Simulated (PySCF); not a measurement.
H₃S, SMILES [SH3+], charge +1.

Geometry: B3LYP-D3(BJ)/def2-TZVPD. The isomer is the one that the SMILES or the coordinates give; other isomers of the formula were not compared.

Two levels are set side by side: TDA-PBE/def2-TZVPD (PySCF) and TDA-PBE0/def2-TZVPD (PySCF). Vertical, same geometry. The lowest singlet is HOMO→LUMO+1 89 % with PBE and HOMO→LUMO+1 91 % with the other functional; states are paired by order. Differences are taken from unrounded values.

```json
[
 {"quantity": "lowest singlet excitation (eV)", "TDA-PBE0": "9.60", "TDA-PBE": "9.40", "TDA-PBE minus TDA-PBE0": "-0.20"},
 {"quantity": "lowest triplet excitation (TDA) (eV)", "TDA-PBE0": "7.77", "TDA-PBE": "7.71", "TDA-PBE minus TDA-PBE0": "-0.07"},
 {"quantity": "first bright state (f over 0.05) (eV)", "TDA-PBE0": "9.60", "TDA-PBE": "10.07", "TDA-PBE minus TDA-PBE0": "0.47"},
 {"quantity": "its oscillator strength", "TDA-PBE0": "0.05", "TDA-PBE": "0.08", "TDA-PBE minus TDA-PBE0": "0.03"}
]
```

Rough cost on one machine, each run with all the roots and properties that it gave: TDA-PBE0 against TDA-PBE within a factor of 2.
